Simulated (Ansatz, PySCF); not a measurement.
Gas-phase reaction (SMILES): N[Si](N)(N)O + O (H2O) → N[Si](N)(O)O + N (NH3); water cleaves one Si-N bond, a model of a ligand-exchange step.

Structures are relaxed separately at B3LYP-D3(BJ)/def2-TZVP in Ansatz (a quantum-chemistry and plane-wave program), one conformer each, not searched for the lowest. Valence correlation only, unless marked. No spin-orbit coupling. Non-relativistic. CBS marks a two-point X^-3 extrapolation of the correlation energy; Hartree-Fock from the larger set. The bracket is a focal-point correction in the basis named. Thermal terms are rigid-rotor harmonic-oscillator values from B3LYP-D3(BJ) frequencies (Ansatz or PySCF) at 298.15 K and 1 atm. 1 Eh = 627.5095 kcal/mol.

```csv
species,"E, RI-MP2/CBS(cc-pV(T+d)Z,cc-pV(Q+d)Z)+[CCSD(T)-MP2]/cc-pV(T+d)Z (Ansatz) (Eh)","E, r2SCAN-D4/def2-TZVPD (Ansatz + dftd4) (Eh)",H - E (Eh),G - E (Eh)
N[Si](N)(N)O,-532.73985,-533.32131,0.10285,0.06339
O (H2O),-76.37659,-76.42298,0.02495,0.00353
N[Si](N)(O)O,-552.62807,-553.21599,0.09046,0.05130
N (NH3),-56.50668,-56.54744,0.03799,0.01614
```

Question: Work out ΔE and ΔH, ΔG, ΔS and the equilibrium constant at 298.15 K at the first level, then ΔH at the second.

Answer: 
1. ΔE = [(-552.62807) + (-56.50668)] - [(-532.73985) + (-76.37659)] = -0.01831 Eh = -11.5 kcal/mol at RI-MP2/CBS(cc-pV(T+d)Z,cc-pV(Q+d)Z)+[CCSD(T)-MP2]/cc-pV(T+d)Z.
2. The terms H - E add up to 0.00065 Eh, so ΔH = (-0.01831 + (0.00065))×627.5095 = -11.1 kcal/mol.
3. The terms G - E add up to 0.00052 Eh, so ΔG = -11.2 kcal/mol, and ΔS = (0.00065 - (0.00052))×627509.5/298.15 = 0.3 cal/(mol K).
4. log10 K = -ΔG/(RT ln 10) = 8.2, with RT ln 10 = 1.3642 kcal/mol.
5. At r2SCAN-D4/def2-TZVPD the same steps give ΔE = -12.0 and ΔH = -11.6 kcal/mol, a shift of -0.5 from the first level.
6. These values are not checked against measurement here, since the tables used lack a sound gas-phase enthalpy of formation for at least one species.
